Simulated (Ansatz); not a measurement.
**Group exchange: C2H8OSi + SiH3(CH3) → CH8OSi2 + C2H6**

Gas-phase species: C2H8OSi `CO[SiH2]C`, singlet; SiH3(CH3) (methylsilane), singlet; CH8OSi2 `C[SiH2]O[SiH3]`, singlet; C2H6 (ethane) `CC`, singlet. The partners trade CH3 for SiH3: O–CH3 and C–SiH3 bonds give way to O–SiH3 and C–CH3.

Shapes, held fixed at every level: PBE0-D4/def2-TZVP. Flexible molecules stand in one conformer, not always the lowest. Programs: Ansatz 0.2.0. The zero-point and thermal change to 298 K, harmonic and unscaled (PBE0-D4/def2-TZVP), is +4.0 kJ/mol.

```json
{"level": "HF/def2-SVP", "kind": "Hartree–Fock", "ΔH(298 K) (kJ/mol)": "-156.0", "less CCSD(T)/CBS estimate": "+0.9"}
{"level": "SPW92/def2-TZVPP", "kind": "LDA", "ΔH(298 K) (kJ/mol)": "-137.7", "less CCSD(T)/CBS estimate": "+19.2"}
{"level": "r2SCAN-D4/def2-TZVPP", "kind": "meta-GGA", "ΔH(298 K) (kJ/mol)": "-150.6", "less CCSD(T)/CBS estimate": "+6.3"}
{"level": "BHLYP-D4/def2-TZVPP", "kind": "global hybrid", "ΔH(298 K) (kJ/mol)": "-161.4", "less CCSD(T)/CBS estimate": "-4.5"}
{"level": "PBE0-D4/def2-TZVPP", "kind": "global hybrid", "ΔH(298 K) (kJ/mol)": "-145.9", "less CCSD(T)/CBS estimate": "+11.0"}
{"level": "r2SCAN0-D4/def2-TZVPP", "kind": "global hybrid", "ΔH(298 K) (kJ/mol)": "-154.6", "less CCSD(T)/CBS estimate": "+2.3"}
{"level": "CCSD/def2-TZVPP", "kind": "coupled cluster or CI", "ΔH(298 K) (kJ/mol)": "-157.5", "less CCSD(T)/CBS estimate": "-0.6"}
{"level": "CCSD(T)/CBS estimate", "kind": "coupled cluster or CI", "ΔH(298 K) (kJ/mol)": "-156.9", "less CCSD(T)/CBS estimate": "0.0"}
```

The highest level, CCSD(T)/CBS estimate, gives ΔH(298 K) = -156.9 kJ/mol; the levels span -161.4 to -137.7. The column of differences is taken from that level and isn't an error. No measured value is set beside it here. The CBS estimate extrapolates MP2 from def2-TZVPP and def2-QZVPP and adds CCSD(T) − MP2 in the triple-zeta set, cores frozen.
